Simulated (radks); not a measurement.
The palladium ion Pd4+, 42 electrons, occupied as [Kr] 4d6.

All-electron calculation, Dirac Kohn-Sham, LDA (Slater exchange, Perdew-Zunger correlation), spin-unpolarised, spherical densities, finite nucleus; open shells fill j = l - 1/2 first; Fermi nuclear charge, rms radius 4.5318 fm. Program: a radial shooting solver on a logarithmic mesh with Libxc functionals.

Energy parts (eV):
| part | energy |
|---|---|
| total | -137088.428 |
| kinetic | 143156.477 |
| electron-nucleus | -329979.170 |
| Hartree | 53472.794 |
| exchange-correlation | -3738.529 |

Orbitals (lengths in bohr, moments of r in powers of bohr; r(max) is where P^2 peaks):
orbital,occ.,eigenvalue (eV),<r^2>,<1/r>,<r>,r(max)
1s1/2,2,-24180.49,0.001374,48.19,0.03188,0.02068
2s1/2,2,-3581.798,0.02255,11.08,0.1381,0.1171
2p1/2,2,-3328.788,0.01687,11.06,0.1172,0.09052
2p3/2,4,-3169.647,0.01820,10.42,0.1222,0.09470
3s1/2,2,-694.0083,0.1651,3.857,0.3797,0.3424
3p1/2,2,-594.0466,0.1606,3.766,0.3715,0.3286
3p3/2,4,-566.2786,0.1699,3.610,0.3824,0.3385
3d3/2,4,-388.6119,0.1510,3.445,0.3556,0.2802
3d5/2,6,-383.0658,0.1539,3.404,0.3591,0.2830
4s1/2,2,-142.8915,0.9823,1.488,0.9318,0.8464
4p1/2,2,-111.3370,1.127,1.376,0.9937,0.8844
4p3/2,4,-106.5809,1.191,1.328,1.022,0.9087
4d3/2,4,-57.7421,1.815,1.062,1.246,1.036
4d5/2,2,-57.1112,1.848,1.051,1.257,1.045

The highest occupied level is 4d5/2 at -57.111 eV. The electron density at the nucleus is 1.322e+05 e/bohr^3. Summed over all electrons, <r^2> = 22.95 bohr^2, which gives a Langevin (diamagnetic) susceptibility term of -18.2 x 10^-6 cm^3/mol. The density falls to 0.001 e/bohr^3 at r = 2.93 bohr.
